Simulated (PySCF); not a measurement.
Broadened absorption spectrum of C2H7NOSi2

C2H7NOSi2.
SMILES: `CO[Si@@H]([SiH3])C#N`

Level of theory: PySCF 2.14.0, density-fitted response routines, TDDFT B3LYP/def2-SVPD, vertical, gas phase, core orbitals frozen in the response. One conformer (not necessarily the lowest) at the GFN2-xTB geometry, without solvent, vibrations or thermal averaging. Torsions of this conformer, `[CH3:1][O:2][Si@@H:3]([SiH3:4])[C:5]#[N:6]`: C1–O2–Si3–Si4 -174°.

Computed states:

| state | E (eV) | f |
| --- | --- | --- |
| S1 | 6.04 | 0.017 |
| S2 | 6.33 | 0.0046 |
| S3 | 6.88 | 0.024 |
| S4 | 6.91 | 0.0020 |
| S5 | 7.01 | 0.0097 |
| S6 | 7.14 | 0.027 |
| S7 | 7.35 | 0.085 |
| S8 | 7.44 | 0.0026 |

Each state is given a Gaussian of 0.25 eV full width at half maximum, with ε(max) = 2.175×10⁸ f / Δν̃ (Δν̃ the width in cm⁻¹). The cross-section is σ = 3.8235×10⁻²¹ ε cm², given in Mb (10⁻¹⁸ cm²). The width is an assumption, not a result. The curve ends short of the highest state used, and states not computed would add to its high-energy end.

(1) What does the envelope look like, and where are its maxima?

(2) On this curve, what absorbance would a 10⁻³ mol/L sample give at 193 nm over a 1 cm path?

(3) Coming from long wavelengths, where does ε first pass 100 L mol⁻¹ cm⁻¹?

Answers

(1) 
E (eV), σ (Mb) and a bar:
```
     5.66       0.01 
     5.68       0.02 
     5.71       0.06 
     5.73       0.10 
     5.75       0.17 
     5.77       0.28 #
     5.79       0.45 #
     5.81       0.68 ##
     5.83       1.01 ###
     5.86       1.68 #####
     5.88       2.27 ######
     5.90       2.95 ########
     5.92       3.71 ##########
     5.94       4.50 ############
     5.96       5.26 ##############
     5.98       5.94 ################
     6.00       6.48 #################
     6.03       6.92 ###################
     6.05       6.92 ###################
     6.07       6.70 ##################
     6.09       6.28 #################
     6.11       5.71 ###############
     6.13       5.07 ##############
     6.15       4.41 ############
     6.18       3.52 #########
     6.20       3.05 ########
     6.22       2.69 #######
     6.24       2.45 #######
     6.26       2.30 ######
     6.28       2.21 ######
     6.30       2.16 ######
     6.32       2.10 ######
     6.35       1.98 #####
     6.37       1.84 #####
     6.39       1.67 ####
     6.41       1.47 ####
     6.43       1.26 ###
     6.45       1.04 ###
     6.47       0.83 ##
     6.50       0.56 #
     6.52       0.43 #
     6.54       0.34 #
     6.56       0.29 #
     6.58       0.31 #
     6.60       0.38 #
     6.62       0.54 #
     6.64       0.81 ##
     6.67       1.45 ####
     6.69       2.07 ######
     6.71       2.88 ########
     6.73       3.88 ##########
     6.75       5.05 ##############
     6.77       6.36 #################
     6.79       7.75 #####################
     6.82       9.85 ###########################
     6.84      11.14 ##############################
```

Maxima: 205 nm (6.04 eV), ε about 1800, made up of S1 (99%) (ε in L mol⁻¹ cm⁻¹; maxima over ε = 5, shares over 10%). At its high-energy end, 6.84 eV, the curve is still rising (ε about 2900, from S3).

(2) 193 nm is 6.424 eV, where ε is about 350 L mol⁻¹ cm⁻¹, so A = ε c l ≈ 0.35 (Beer–Lambert, with the gas-phase spectrum and the assumed width).

(3) At about 214 nm (5.78 eV), 0.26 eV below S1.

Time: 25 s of wall time; peak memory 0.69 GiB. Hardware: one thread, Arm Neoverse V2 (aarch64), no GPU, shared host.
